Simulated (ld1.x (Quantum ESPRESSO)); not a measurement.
## W, RRKJ: configuration errors across variants

ld1.x (Quantum ESPRESSO) 7.5 input, shortened:

```
&input
   title='W', zed=74., rel=1, dft='PZ', iswitch=3,
   config='[Xe] 4f14 5d4 6s2 6p0'
 /
 &inputp
   pseudotype=2, tm=.false., lloc=0,
   nlcc=.false.
 /
3
5P  2  1   6.00   0.00  2.10  2.10  0.0
5D  3  2   4.00   0.00  2.55  2.55  0.0
5S  1  0   2.00   0.00  1.00  1.00  0.0
 &test
   configts(1)='5s2 5p6 5d4 6s2 6p0'
 /
```

Occupied shells without a wave of their own: 6s. They enter only through the test configuration that unscreens the potential.

All-electron excitation energies from the reference (eV): (1) 5s2 5p6 5d4 6s1 6p0 9.133; (2) 5s2 5p6 5d4 6s0 6p0 25.160; (3) 5s2 5p6 5d3 6s0 6p0 50.865; (4) 5s2 5p6 5d4 6s1.5 6p0 3.744; (5) 5s2 5p6 5d3 6s2 6p1 4.101; (6) 5s2 5p6 5d4 6s1 6p1 4.574; (7) 5s2 5p6 5d5 6s1 6p0 1.549; (8) 5s2 5p6 5d4 6s2 6p0 spin -1.934; (9) 5s2 5p6 5d4 6s1 6p0 spin 6.052.

Spin tests fill each open shell by Hund’s rule, majority spin first.

For the base: The 6s level has no wave, so the channel is fitted at the deeper level alone: the likely source of the large errors.

On the changes marked as counting shells twice: ld1.x takes every shell without a wave as core, so the model core holds the marked electrons as well and exchange and correlation see them twice. This cancels in the reference configuration, but the file is broken for other ones, and its errors say nothing about a proper core correction.

5 further variants failed, have other tests or another functional or relativity, and are left out.

A true bound ghost makes a file unfit for plane-wave use even where its test errors are small: the radial tests pick states by their node count and pass the ghost by.

Errors AE − PS in meV (a dash: test not solved or not reliable):

| change | (1) | (2) | (3) | (4) | (5) | (6) | (7) | (8) | (9) | bound ghosts |
| --- | --- | --- | --- | --- | --- | --- | --- | --- | --- | --- |
| base | -106 | -260 | -364 | -48 | +82 | -40 | -69 | +229 | +186 | none |
| core correction a·sin(br)/r model core inside 0.68 bohr (6s counted twice) | -206 | -720 | -1174 | -71 | +56 | -64 | -79 | -54 | -511 | none |
| all radii scaled by about 1.12 (s 1.12, p 2.34, d 2.86 bohr) | -116 | -288 | -403 | -52 | +74 | -67 | -64 | +271 | +236 | none |
| wave 5p (bound): rc 2.10 bohr becomes 5p (bound): rc 2.92 bohr | -107 | -264 | -390 | -48 | -371 | -401 | -71 | +135 | +59 | none |
| wave 5d (bound): rc 2.55 bohr becomes 5d (bound): rc 3.92 bohr | -134 | -444 | -375 | -53 | +264 | -52 | +43 | +437 | +563 | d |
| wave 5d (bound): rc 2.55 bohr becomes 5d (bound): rc 3.14 bohr | -109 | -287 | -384 | -48 | +127 | -42 | -39 | +339 | +345 | none |

Question: Give the same row for: wave 5s (bound): rc 1.00 bohr becomes 5s (bound): rc 1.22 bohr.

Answer: -182, -447, -617, -82, +85, -104, -123, +227, +115; bound ghosts: none.
